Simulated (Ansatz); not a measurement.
Mulliken charges of FH4SbSi, SMILES `F[SiH2][SbH2]` from ωB97M-V/def2-TZVPP in Ansatz (PBE0-D4/def2-TZVP geometry).

```
atom   x (Å)   y (Å)   z (Å)  charge (e)
  F1  -2.129   0.590  -0.111      -0.316
 Si2  -0.743  -0.101  -0.535       0.391
 Sb3   1.168   1.012   0.776       0.100
  H4  -0.875  -1.556  -0.274      -0.031
  H5  -0.550   0.128  -1.990      -0.037
  H6   0.945  -0.069   2.079      -0.051
  H7   2.246  -0.072   0.009      -0.057
```

Task: By hand: the dipole of these point charges (1 e Å = 4.8032 D).

Result: Σ q r = (0.370, -0.074, -0.121) e Å, of length 0.396 e Å = 1.90 D.

Task: How does the dipole of the full density compare? (An estimate is asked.)

Result: Computed: (0.223, -0.044, -0.040) e Å, 1.11 D; the point charges give 1.71 times that, at 8° from its direction.

Point charges leave out the atoms' own dipoles, such as those of lone pairs, and Mulliken's split depends on the basis, so the two needn't agree.
